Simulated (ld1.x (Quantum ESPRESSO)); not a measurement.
The numbers below are computed, except where a source is named.
Potentials for B (Z = 5) compared

Generated with ld1.x 7.5 (TM, RRKJ, ultrasoft, PAW), atompaw 4.2 or ONCVPSP 4.0.1. The cutoff is in Ry: for ld1.x and atompaw files where the sum of valence levels is converged to 10 mRy in a Bessel basis, for ONCV files where the hardest occupied wave has 1 mHa per electron of residual kinetic energy. The error is the largest all-electron minus pseudo excitation energy over each file’s own four to seven test configurations (ionisations up to +4, promotions, holes and added fractions of an electron), all of which were solved. The labels leave out finer settings (local radius, basis sizes, second energies), which also bear on the numbers. Spin-polarised tests are not counted. The rows are a selection from randomly drawn settings: files with unsolved tests, undetermined cutoffs or missed reference levels are left out.

```tsv
potential	cutoff (Ry)	largest error (meV)	bound ghosts
PAW, PBEsol, scalar-relativistic, rc 1.55/3.75 (sp), local smoothed, core correction yes, reference 2s2 2p1	6	-7.7	none
PAW, LDA (PZ), scalar-relativistic, rc 1.64/4.44 (sp), local smoothed, core correction yes, reference 2s1.75 2p1.25	6	+42	none
ultrasoft, PBE, scalar-relativistic, rc 1.82/3.38 (sp), local smoothed, core correction yes, reference 2s2 2p1	6	+114	none
```

Task: Fill in the row for B: PAW, BP86, non-relativistic, rc 1.15/3.20/3.20 (spd), local d, core correction yes, reference 2s1.5 2p1.5.

Result: cutoff 21 Ry, largest error -30 meV, bound ghosts: none.

Task: Fill in the row for B: TM, LDA (PZ), scalar-relativistic, rc 1.65/1.80/1.85 (spd), local smoothed, core correction no, reference 2s2 2p1.

Result: cutoff 25 Ry, largest error +127 meV, bound ghosts: none.

Task: Fill in the row for B: TM, PBEsol, scalar-relativistic, rc 1.55/3.10/2.45 (spd), local p, core correction yes, reference 2s2 2p0.

Result: cutoff 18 Ry, largest error +141 meV, bound ghosts: none.
